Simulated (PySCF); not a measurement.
# Correlation energy of Fe (iron, neutral)

[Ar] 3d6 4s2, high-spin 5D determinant. Computed with PySCF 2.14 in x2c-TZVPPall with one added diffuse shell each of s, p, d, f type (7s6p5d3f1g, 80 functions), with the spin-free X2C one-electron Hamiltonian (Gaussian nucleus). Frozen: [Ar]; 8 electrons correlated.

| level | correlation energy (mhartree) |
| --- | --- |
| CCSD | -193.27 |
| (T) | -6.82 |
| CCSD(T) | -200.09 |

Diagnostics: T1 = 0.024, D1 = 0.0720, largest double amplitude 0.077.

Cost of the coupled-cluster step: about 17 core-seconds, for 8 correlated electrons.

Iterations:

```
CC2 = 0
CCSD nocc = (np.int64(6), np.int64(2)), nmo = (71, 71)
frozen orbitals [[0, 1, 2, 3, 4, 5, 6, 7, 8], [0, 1, 2, 3, 4, 5, 6, 7, 8]]
max_cycle = 100
direct = 0
conv_tol = 1e-08
conv_tol_normt = 1e-06
diis_space = 8
diis_start_cycle = 0
Init t2, MP2 energy = -0.182755832211445
Init E_corr(UCCSD) = -0.182755832212398
cycle = 1  E_corr(UCCSD) = -0.186298822754995  dE = -0.00354299054  norm(t1,t2) = 0.073718
cycle = 2  E_corr(UCCSD) = -0.190607739760852  dE = -0.00430891701  norm(t1,t2) = 0.0300078
cycle = 3  E_corr(UCCSD) = -0.192630768040217  dE = -0.00202302828  norm(t1,t2) = 0.0154646
cycle = 4  E_corr(UCCSD) = -0.193213151950768  dE = -0.000582383911  norm(t1,t2) = 0.00385628
cycle = 5  E_corr(UCCSD) = -0.193238142179537  dE = -2.49902288e-05  norm(t1,t2) = 0.00166193
cycle = 6  E_corr(UCCSD) = -0.193252854109886  dE = -1.47119303e-05  norm(t1,t2) = 0.00084408
cycle = 7  E_corr(UCCSD) = -0.193273576835037  dE = -2.07227252e-05  norm(t1,t2) = 0.000464596
cycle = 8  E_corr(UCCSD) = -0.19327470485025  dE = -1.12801521e-06  norm(t1,t2) = 0.000213669
cycle = 9  E_corr(UCCSD) = -0.193272968845707  dE = 1.73600454e-06  norm(t1,t2) = 0.000130556
cycle = 10  E_corr(UCCSD) = -0.19327309514687  dE = -1.26301162e-07  norm(t1,t2) = 6.89797e-05
cycle = 11  E_corr(UCCSD) = -0.193273707443653  dE = -6.12296784e-07  norm(t1,t2) = 4.11906e-05
cycle = 12  E_corr(UCCSD) = -0.193273064414343  dE = 6.4302931e-07  norm(t1,t2) = 2.68438e-05
cycle = 13  E_corr(UCCSD) = -0.193273010008832  dE = 5.44055115e-08  norm(t1,t2) = 1.96493e-05
cycle = 14  E_corr(UCCSD) = -0.193272852042887  dE = 1.57965945e-07  norm(t1,t2) = 1.62572e-05
cycle = 15  E_corr(UCCSD) = -0.193272998961833  dE = -1.46918946e-07  norm(t1,t2) = 1.16972e-05
cycle = 16  E_corr(UCCSD) = -0.193273165896513  dE = -1.6693468e-07  norm(t1,t2) = 7.15423e-06
cycle = 17  E_corr(UCCSD) = -0.1932731601881  dE = 5.70841277e-09  norm(t1,t2) = 4.2647e-06
cycle = 18  E_corr(UCCSD) = -0.193273131721132  dE = 2.84669681e-08  norm(t1,t2) = 2.32028e-06
cycle = 19  E_corr(UCCSD) = -0.193273132832053  dE = -1.11092088e-09  norm(t1,t2) = 1.19971e-06
cycle = 20  E_corr(UCCSD) = -0.193273145580447  dE = -1.27483946e-08  norm(t1,t2) = 7.53653e-07
cycle = 21  E_corr(UCCSD) = -0.19327316560293  dE = -2.00224829e-08  norm(t1,t2) = 4.98077e-07
cycle = 22  E_corr(UCCSD) = -0.1932731730254  dE = -7.42246917e-09  norm(t1,t2) = 2.94184e-07
UCCSD converged
E(UCCSD) = -1271.531283149186  E_corr = -0.1932731730253995
UCCSD(T) correction = -0.00682468530089968
```
